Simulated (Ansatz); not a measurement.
One geometry of CH$_{4}$BFSe, SMILES `C[Se]BF`, several functionals.

```yaml
crystal:
  periodic: [false, false, false]
  atoms:
    - {symbol: C, position_ang: [-0.616805, 1.012190, -0.552301]}
    - {symbol: Se, position_ang: [0.736938, 0.681111, 0.812600]}
    - {symbol: B, position_ang: [0.806080, -1.235442, 0.688421]}
    - {symbol: F, position_ang: [1.634158, -1.902184, 1.474440]}
    - {symbol: H, position_ang: [-0.942108, 0.060981, -0.968424]}
    - {symbol: H, position_ang: [-1.457815, 1.525917, -0.092207]}
    - {symbol: H, position_ang: [-0.182278, 1.632695, -1.332715]}
    - {symbol: H, position_ang: [0.114130, -1.832268, -0.085613]}
basis:
  gaussian: {orbitals: def2-TZVPP}
hamiltonian: {xc: {name: B3LYP}, dispersion: d4}
output: {forces: true, orbitals: {seedname: orbitals}}
```

```sh
$ ansatz run in.yaml --threads 2 --pin off --events-out ev --progress --plain
```

Shortened log:

```
Functional definition: B3LYP
1150 factors; their error is unknown
mean field evaluation 1: about -69843.5873 eV, gradient 5.5e1 eV
mean field evaluation 2: about -69837.7620 eV, gradient 7.4e1 eV
mean field evaluation 4: about -69849.7833 eV, gradient 3.8e0 eV
mean field evaluation 8: about -69849.8134 eV, gradient 4.5e-2 eV
mean field evaluation 16: about -69850.1398 eV, gradient 1.5e-4 eV
mean field -69850.13980729 eV, -2566.9452917925 hartree, gradient 2.4e-5 eV, S^2 0.000000; 0 other end points of the search recorded, 0 dependent functions left out
reference -69850.14005304 eV, -2566.9453008237 hartree; 29, 29 occupied and 168, 168 virtual orbitals, 1150 factors
Total energy: -69850.37363607 eV, -2566.9538848417 hartree
Atom 0 at    -0.616805     1.012190    -0.552301 Å, force    -0.252964     0.070410    -0.253480 eV/Å
Atom 1 at     0.736938     0.681111     0.812600 Å, force     0.221651     0.100840     0.238681 eV/Å
Atom 2 at     0.806080    -1.235442     0.688421 Å, force    -0.172901    -0.128745    -0.191002 eV/Å
Atom 3 at     1.634158    -1.902184     1.474440 Å, force     0.122872    -0.115193     0.115064 eV/Å
Atom 4 at    -0.942108     0.060981    -0.968424 Å, force     0.004113     0.085158     0.011095 eV/Å
Atom 5 at    -1.457815     1.525917    -0.092207 Å, force     0.043146    -0.029049    -0.049008 eV/Å
Atom 6 at    -0.182278     1.632695    -1.332715 Å, force    -0.047551    -0.036481     0.039133 eV/Å
Atom 7 at     0.114130    -1.832268    -0.085613 Å, force     0.081633     0.053060     0.089517 eV/Å
Dipole moment:    -0.302735     0.180780    -0.294226 e Å
```

It took 3.6 s on 2 threads of a server CPU on a shared host, with 0.45 GiB of host memory at the peak.

With the line `hamiltonian: {xc: pbe0, dispersion: d4}` and no forces (abridged; 2.6 s):

```
Functional definition: PBE0
mean field evaluation 16: about -69836.2430 eV, gradient 4.9e-5 eV
mean field -69836.24302367 eV, -2566.4345944143 hartree, gradient 4.9e-5 eV, S^2 0.000000
Total energy: -69836.36274945 eV, -2566.4389942555 hartree
```

With the line `hamiltonian: {xc: {name: wB97M-V}}` (abridged; 7.5 s):

```
Functional definition: wB97M-V
mean field evaluation 16: about -69843.5114 eV, gradient 3.3e-5 eV
mean field -69843.51140035 eV, -2566.7017023307 hartree, gradient 3.3e-5 eV, S^2 0.000000
Total energy: -69843.51144563 eV, -2566.7017039946 hartree
Atom 0 force    -0.048141     0.015686    -0.048443 eV/Å
Atom 1 force     0.038325    -0.014806     0.037517 eV/Å
Atom 2 force    -0.214512     0.032578    -0.217372 eV/Å
Atom 3 force     0.107464    -0.084215     0.102276 eV/Å
Atom 4 force     0.011281     0.094312     0.019420 eV/Å
Atom 5 force     0.066774    -0.050518    -0.059786 eV/Å
Atom 6 force    -0.057093    -0.060667     0.060704 eV/Å
Atom 7 force     0.095902     0.067628     0.105684 eV/Å
Dipole moment:    -0.297906     0.158314    -0.291539 e Å
```

With the line `hamiltonian: {xc: {name: wB97X-V}}` and no forces (abridged; 6 s):

```
Functional definition: wB97X-V
mean field evaluation 16: about -69841.4923 eV, gradient 2.9e-5 eV
mean field -69841.49234325 eV, -2566.6275033507 hartree, gradient 2.9e-5 eV, S^2 0.000000
Total energy: -69841.49234140 eV, -2566.6275032826 hartree
```

Changing it to `hamiltonian: {xc: r2scan, dispersion: d4}` (abridged; 3.7 s):

```
Functional definition: r2SCAN
mean field evaluation 16: about -69846.3409 eV, gradient 2.2e-5 eV
mean field -69846.34085932 eV, -2566.8056830297 hartree, gradient 2.3e-5 eV, S^2 0.000000
Total energy: -69846.37384943 eV, -2566.8068953940 hartree
Atom 0 force    -0.143461     0.034604    -0.144044 eV/Å
Atom 1 force     0.114785     0.037734     0.121802 eV/Å
Atom 2 force    -0.106834    -0.017855    -0.111589 eV/Å
Atom 3 force     0.097818    -0.068717     0.093980 eV/Å
Atom 4 force     0.010500     0.030997     0.012999 eV/Å
Atom 5 force     0.024936    -0.011040    -0.012759 eV/Å
Atom 6 force    -0.012498    -0.013926     0.023606 eV/Å
Atom 7 force     0.014755     0.008204     0.016005 eV/Å
Dipole moment:    -0.305864     0.175899    -0.297970 e Å
```

With the line `hamiltonian: {xc: lda}` and no forces (abridged; 1.1 s):

```
Functional definition: SPW92
mean field evaluation 16: about -69720.2749 eV, gradient 1.1e-4 eV
mean field -69720.27490918 eV, -2562.1728448126 hartree, gradient 2.8e-5 eV, S^2 0.000000
Total energy: -69720.27494561 eV, -2562.1728461515 hartree
```

B3LYP takes the VWN-RPA correlation (the form of Gaussian; ORCA's B3LYP/G).
